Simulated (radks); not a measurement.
Values are calculated unless marked as measured or tabulated.
Q: Ionisation of neutral sulfur, [Ne] 3s2 3p4, to S+, [Ne] 3s2 3p3, under several functionals. Non-relativistic Kohn-Sham, spin-polarised, spherical densities, point nucleus; open shells are filled with parallel spins first; a radial shooting solver on a logarithmic mesh with Libxc functionals. Known Delta-SCF values: revPBE 10.184 eV; AM05 10.246 eV; TPSS 10.152 eV. What does PW91 give, and what is its highest occupied eigenvalue?

A: 10.315 eV by Delta-SCF; the 3p eigenvalue is -6.047 eV. NIST: 10.360 eV (measured).
